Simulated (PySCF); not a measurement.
The same groups moved round the core (butadiene methyl+boryl). All species are isolated molecules in the gas phase. One relaxed conformer stands for each flexible species; it need not be the lowest. Strings in code marks are SMILES.

Computed with PBE-D3(BJ)/def2-TZVP // CAM-B3LYP-D3(BJ)/def2-TZVP (PySCF). All candidates: neutral, multiplicity 1. Excitations are Tamm–Dancoff values on a coarser integration grid. The basis has no diffuse functions, so Rydberg states are missing or too high.

```
Quantity                Value
-------------------  --------
HOMO–LUMO gap         3.17 eV
HOMO                 -6.15 eV
S1 excitation (TDA)   4.44 eV
```

**Question.** Identify which member has these values.
(A) `BC(=C)C(=C)C`
(B) `B/C(C=C)=C\C`
(C) `B/C=C(/C)C=C`
(D) `B/C=C/C=C/C`

**Answer.** D, `B/C=C/C=C/C`. The others give `BC(=C)C(=C)C`: 3.12 eV, -6.04 eV, 3.70 eV; `B/C=C(/C)C=C`: 3.21 eV, -6.32 eV, 4.27 eV; `B/C(C=C)=C\C`: 2.92 eV, -5.81 eV, 3.56 eV
